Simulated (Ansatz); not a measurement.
`C[S][GeH2][SiH3]` + `NC[SiH](Cl)Cl` → `N[CH2][GeH2][SiH3]` + `CS[SiH](Cl)Cl`  (redistribution)

Computed with Ansatz on PBE0-D4/def2-TZVP structures; ΔE is electronic, products minus reactants. CCSD(T)/CBS is the MP2 limit (def2-TZVPP, def2-QZVPP) plus CCSD(T) − MP2 in def2-TZVPP, frozen cores. Functionals use def2-TZVPP. B3LYP here is the variant with VWN-RPA as its local correlation; programs differ in this. For Ge outer-core shells are correlated without core-valence functions, which leaves a few kJ/mol of doubt a bond. Scalar relativity is left out up to krypton. Each species was taken in one conformer, which may not be the lowest.

`C[S][GeH2][SiH3]`:

Z-matrix (Å, degrees):
```
C
S 1 1.813
H 1 1.090 2 111.7
H 1 1.090 2 106.6 3 -118.5
H 1 1.090 2 111.2 3 123.1
Ge 2 2.222 1 99.5 3 -61.9
Si 6 2.384 2 109.9 1 66.9
H 6 1.544 2 108.7 1 -55.3
H 6 1.537 2 105.4 1 -172.4
H 7 1.485 6 109.4 2 66.2
H 7 1.488 6 110.9 2 -173.1
H 7 1.487 6 109.6 2 -53.3
```

`NC[SiH](Cl)Cl`:

Cartesian coordinates in Å:
```
N 1.442 0.712 0.119
C 0.672 -0.522 0.218
Si -1.159 -0.340 -0.140
Cl -1.944 1.020 1.182
Cl -1.376 0.407 -2.039
H 1.364 1.106 -0.811
H 1.086 1.407 0.764
H 1.089 -1.267 -0.468
H 0.791 -0.944 1.222
H -1.964 -1.579 -0.046
```

`N[CH2][GeH2][SiH3]`:

```xyz
13

N    -0.350    1.060    1.471
C     0.707    0.077    1.283
Ge    0.208   -1.135   -0.190
Si   -0.466    0.193   -2.046
H    -0.091    1.750    2.166
H    -1.203    0.622    1.794
H     1.616    0.594    0.963
H     0.967   -0.509    2.176
H    -0.961   -2.032    0.275
H     1.392   -2.061   -0.534
H     0.518    1.288   -2.261
H    -1.808    0.784   -1.811
H    -0.528   -0.631   -3.285
```

`CS[SiH](Cl)Cl`:

Z-matrix (Å, degrees):
```
C
S 1 1.817
H 1 1.089 2 106.2
H 1 1.089 2 110.7 3 118.6
H 1 1.089 2 110.7 3 -118.6
Si 2 2.099 1 100.1 3 179.9
Cl 6 2.048 2 111.8 1 59.6
Cl 6 2.048 2 111.8 1 -59.7
H 6 1.473 2 108.1 1 180.0
```

```tsv
level	ΔE (eV)
B3LYP	0.06
HF/def2-TZVPP	0.08
```

Q: What does CCSD(T)/CBS give? (Estimate.)

A: The calculation gave: 0.00 eV. The listed levels differ from it by 0.06, 0.08 eV.

Largest T1 diagnostic among the species: 0.011.

In def2-TZVPP, CCSD(T) changes the Hartree–Fock value by −0.07 eV (the triples alone add −0.01 eV) and MP2 by −0.11 eV.
